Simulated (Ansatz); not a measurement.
Sn2H6: single points at one geometry.

```yaml
crystal:
  periodic: [false, false, false]
  atoms:
    - {symbol: Sn, position_ang: [-0.862169, 0.805472, -0.719507]}
    - {symbol: H, position_ang: [-2.362339, 0.950455, 0.082273]}
    - {symbol: H, position_ang: [-0.206209, 2.369741, -0.912294]}
    - {symbol: H, position_ang: [-1.146439, 0.150639, -2.270236]}
    - {symbol: Sn, position_ang: [0.862152, -0.805515, 0.719488]}
    - {symbol: H, position_ang: [2.350027, -0.978865, -0.099389]}
    - {symbol: H, position_ang: [0.191014, -2.359287, 0.942529]}
    - {symbol: H, position_ang: [1.173973, -0.132640, 2.257145]}
basis:
  gaussian: {orbitals: def2-TZVP, initial_orbitals: start.molden}
hamiltonian: {xc: {text: "exchange = 0.95*pbe_x + 0.05*exact_x\ncorrelation = pbe_c"}}
scf: {omitted_lower_state_checks: [starts]}
output: {orbitals: {seedname: orbitals}}
```

The file start.molden holds the orbitals of an earlier run on this structure, at another level or in another basis.

```sh
$ ansatz run in.yaml --threads 2 --pin off --events-out ev --progress --plain --max-ram 4352MiB
```

It prints (some lines left out):

```
Functional definition: unnamed
1040 factors; their error is unknown
mean field evaluation 1: about -11759.4172 eV, gradient 4.8e0 eV
mean field evaluation 2: about -11759.4704 eV, gradient 5.5e-2 eV
mean field evaluation 4: about -11759.4930 eV, gradient 3.5e-5 eV
mean field -11759.49303293 eV, -432.1533980896 hartree, gradient 3.6e-5 eV, S^2 0.000000; 0 other end points of the search recorded, 0 dependent functions left out
reference -11759.49309342 eV, -432.1534003124 hartree; 25, 25 occupied and 111, 111 virtual orbitals, 1040 factors
Total energy: -11759.49309342 eV, -432.1534003124 hartree
Checks for a lower state left out: starts
```

Run time 3 s (2 threads of Arm Neoverse N1 on a shared host).

First input, but with `gaussian: {orbitals: STO-3G}`, `hamiltonian: {xc: hf}` (abridged; 0.95 s):

```
Functional definition: HF
mean field -324635.22683520 eV, -11930.1245405335 hartree, gradient 2.7e-5 eV, S^2 0.000000
Total energy: -324635.22683520 eV, -11930.1245405335 hartree
Checks for a lower state left out: starts
```

First input, but with `hamiltonian: {xc: {name: r2SCAN0}, dispersion: d4}` (abridged; 6.5 s):

```
Functional definition: r2SCAN0
mean field -11762.83341731 eV, -432.2761549514 hartree, gradient 8.3e-5 eV, S^2 0.000000
Total energy: -11762.87505292 eV, -432.2776850316 hartree
Checks for a lower state left out: starts
```

First input, but with `hamiltonian: {xc: {name: LC-wPBE}}` (abridged; 3 s):

```
Functional definition: LC-wPBE
mean field -11762.23349668 eV, -432.2541082747 hartree, gradient 6.1e-5 eV, S^2 0.000000
Total energy: -11762.23349669 eV, -432.2541082750 hartree
Checks for a lower state left out: starts
```

As the first input, with `hamiltonian: {xc: pbe, dispersion: d4}` (abridged; 2.3 s):

```
Functional definition: PBE
mean field -11759.34210273 eV, -432.1478515069 hartree, gradient 4.7e-5 eV, S^2 0.000000
Total energy: -11759.48926994 eV, -432.1532598021 hartree
Checks for a lower state left out: starts
```

The first input with `gaussian: {orbitals: def2-SVP, initial_orbitals: start.molden}`, `hamiltonian: {xc: pbe0, dispersion: d4}` (abridged; 2.4 s):

```
Functional definition: PBE0
mean field -11759.65915727 eV, -432.1595030465 hartree, gradient 9.8e-6 eV, S^2 0.000000
Total energy: -11759.78561574 eV, -432.1641503094 hartree
Checks for a lower state left out: starts
```

First input, but with `hamiltonian: {xc: {name: revPBE}, dispersion: d4}` (abridged; 2.5 s):

```
Functional definition: revPBE
mean field -11762.45754667 eV, -432.2623419600 hartree, gradient 4.9e-5 eV, S^2 0.000000
Total energy: -11762.80871552 eV, -432.2752471774 hartree
Checks for a lower state left out: starts
```

Geometry: PBE0-D4/def2-TZVP.

In the def2 sets Sn takes a core potential, while STO-3G treats all electrons; there is no spin–orbit coupling. LC-ωPBE has ω = 0.4 bohr⁻¹.
